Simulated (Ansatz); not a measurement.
Start from `B[SiH](O)C=O` and change one atom or group to get `B[SiH2]C=O`.

Ansatz, PBE0-D4/def2-TZVP geometries, multiplicity 1. Each molecule was computed in one conformer, which needn't be the lowest.

| property | `B[SiH](O)C=O` |
| --- | --- |
| LUMO energy (ωB97M-V/def2-TZVPP) / eV | -0.88 |
| HOMO–LUMO gap (PBE/def2-TZVPP) / eV | 2.18 |
| HOMO–LUMO gap (B3LYP/def2-TZVPP) / eV | 4.01 |
| HOMO–LUMO gap (PBE0/def2-TZVPP) / eV | 4.42 |
| HOMO energy (B3LYP/def2-TZVPP) / eV | -7.05 |
| LUMO energy (PBE0/def2-TZVPP) / eV | -2.83 |

Question: What does the change do to each property? (Best estimate.)

Answer: Computed: 
| property | `B[SiH2]C=O` | shift |
| --- | --- | --- |
| LUMO energy (ωB97M-V/def2-TZVPP) / eV | -0.87 | 0.01 |
| HOMO–LUMO gap (PBE/def2-TZVPP) / eV | 1.98 | -0.20 |
| HOMO–LUMO gap (B3LYP/def2-TZVPP) / eV | 3.81 | -0.20 |
| HOMO–LUMO gap (PBE0/def2-TZVPP) / eV | 4.22 | -0.20 |
| HOMO energy (B3LYP/def2-TZVPP) / eV | -6.83 | 0.22 |
| LUMO energy (PBE0/def2-TZVPP) / eV | -2.82 | 0.01 |

B3LYP here is the variant with VWN-RPA as its local correlation; programs differ in this.
